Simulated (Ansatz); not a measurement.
`CN(C)N[SiH3]` → 2 C• + 10 H• + 2 N• + Si•  (atomization)

Isolated molecules relaxed with PBE0-D4/def2-TZVP in Ansatz; ΔE leaves out vibrations. CCSD(T)/CBS is the MP2 limit (def2-TZVPP, def2-QZVPP) plus CCSD(T) − MP2 in def2-TZVPP, frozen cores. This one scheme is used for every species, atoms too. For atomizations the MP2-based limit and the directly extrapolated one differ by several kJ/mol either way, and by 10 to 25 for some Ge, Se and Sn compounds, so smaller differences from it don't rank the levels. DFT in def2-TZVPP. HSE06 is defined as in plane-wave codes. No spin–orbit coupling; open shells (•) take unrestricted orbitals. Spin–orbit coupling would lower the free atoms: a little for C, Si. Each species was taken in one conformer, which may not be the lowest.

```
          level  ΔE (kJ/mol)  difference from CCSD(T)/CBS
    LDA (SPW92)       5918.3                        740.1
         PBE-D4       5264.1                         85.9
         B97M-V       5178.9                          0.7
        PBE0-D4       5180.9                          2.7
       HSE06-D4       5184.1                          5.9
       BHLYP-D4       5066.1                       -112.1
   CAM-B3LYP-D4       5228.8                         50.6
        r2SCANh       5126.1                        -52.1
        r2SCAN0       5088.0                        -90.2
   MP2/def2-SVP       4874.8                       -303.4
  CCSD/def2-SVP       4828.0                       -350.2
 MP2/def2-TZVPP       5057.6                       -120.6
CCSD/def2-TZVPP       4965.1                       -213.1
  HF/def2-QZVPP       3677.0                      -1501.2
  MP2/CBS(def2)       5202.3                         24.1
 CCSD/CBS(def2)       5109.9                        -68.3
    CCSD(T)/CBS       5178.2                            0
```

Q: What do rigid-rotor, harmonic-oscillator terms from PBE0-D4/def2-TZVP frequencies (298.15 K, 1 bar) make of the CCSD(T)/CBS value? (An estimate is asked.)

A: Computed: ΔZPE = -324.5 kJ/mol, ΔH = +4923.5 kJ/mol, ΔS = 1581 J/(mol·K), ΔG = +4452.1 kJ/mol. Open shells count their whole term as degenerate. Modes under 50 cm⁻¹ make the entropy rough.

Largest T1 diagnostic among the species: 0.012.

From BLYP to BHLYP (50 % exact exchange), in def2-TZVPP and without D4, ΔE moves by −94.5 kJ/mol: exact exchange takes away binding that semilocal exchange gives to molecules. The D4 term adds +49.6 kJ/mol with B3LYP and +26.3 kJ/mol with PBE0; it sums over pairs of atoms, weighted by their polarisabilities, and B3LYP, whose exchange is more repulsive, gets the larger term. At CCSD(T), def2-SVP lies −302.6 kJ/mol from the extrapolated value and def2-TZVPP −144.7 kJ/mol: correlation converges slowly with the basis, and small sets miss more of it in the bonded molecule than in its fragments.

B3LYP here is the variant with VWN-RPA as its local correlation; programs differ in this.
